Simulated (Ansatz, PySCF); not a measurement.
Reaction R1 → P1, each structure at its B3LYP-D3(BJ)/def2-TZVP stationary point, reached from a drawn start; harmonic modes at that level show minima.
R1, FeO2 (SMILES [O]=[Fe]=[O]) (charge 0, multiplicity 5):
| atom | x (Å) | y (Å) | z (Å) |
|---|---|---|---|
| Fe | 0.0000 | 0.0000 | -0.5481 |
| O | 1.3756 | 0.0000 | 0.2741 |
| O | -1.3756 | 0.0000 | 0.2741 |
P1, FeO2 (SMILES [O]1[O][Fe]1) (charge 0, multiplicity 5):
```csv
atom,x (Å),y (Å),z (Å)
Fe,0.0000,0.0000,-1.0985
O,0.7444,0.0000,0.5492
O,-0.7444,0.0000,0.5492
```

| level | reaction energy (eV) | cost |
|---|---|---|
| HF/def2-SVP | 0.270 | - |
| HF/def2-TZVPP | 0.282 | - |
| HF/def2-QZVPP | 0.286 | - |
| PBE-D3(BJ)/def2-TZVPP | 2.396 | ×1 |
| revPBE/def2-TZVPP | 2.379 | ×0.9 |
| revPBE-D3(BJ)/def2-TZVPP | 2.385 | ×0.9 |
| r2SCAN-D3(BJ)/def2-TZVPP | 2.245 | ×2 |
| r2SCAN-D4/def2-TZVPP | 2.245 | ×2 |
| B3LYP-D3(BJ)/def2-TZVPP | 1.704 | ×0.5 |
| B3LYP-D4/def2-TZVPP | 1.702 | ×0.5 |
| PBE0/def2-TZVPP | 1.462 | ×0.4 |
| M06-2X/def2-TZVPP | -1.076 | - |
| CAM-B3LYP-D3(BJ)/def2-TZVPP | 1.412 | ×0.7 |
| wB97X-V/def2-TZVPP | 1.284 | ×1 |
| wB97M-V/def2-TZVPP | 1.097 | ×1 |
| B2PLYP-D3(BJ)/def2-TZVPP | 1.186 | ×3 |
| MP2/def2-TZVPP | 0.485 | - |
| SCS-MP2/def2-TZVPP | 0.565 | - |
| CCSD(T)/def2-TZVPP | 2.223 | ×5 |
| CCSD(T)/CBS(def2-TZVPP, def2-QZVPP) | 2.302 | ×20 |

P less R. No zero-point or thermal terms; open shells are unrestricted; no spin–orbit coupling. The spin states of the d-block species are the ones drawn and need not be the lowest.

Cores are frozen in the correlated methods. CBS: X⁻³ extrapolation of the correlation energy, Hartree–Fock from the larger set.

Doubts at one or more of the structures used: a spin-contaminated determinant (HF/def2-SVP, HF/def2-TZVPP, HF/def2-QZVPP, B2PLYP-D3(BJ)/def2-TZVPP, MP2/def2-TZVPP, SCS-MP2/def2-TZVPP, CCSD(T)/def2-TZVPP, CCSD(T)/CBS(def2-TZVPP, def2-QZVPP)); T1 above 0.05 (CCSD(T)/def2-TZVPP, CCSD(T)/CBS(def2-TZVPP, def2-QZVPP)); a doubt about the state reached (CCSD(T)/def2-TZVPP, CCSD(T)/CBS(def2-TZVPP, def2-QZVPP)).

The values were computed with Ansatz (a program for electronic structure) with Gaussian orbitals; PySCF for M06-2X and the D3/D4 terms. No computed number here is a measurement.

Costs are rough ratios of core time to PBE/def2-TZVPP (about 70 s over the structures, on one shared machine); a dash marks a level with no comparable run of its own.
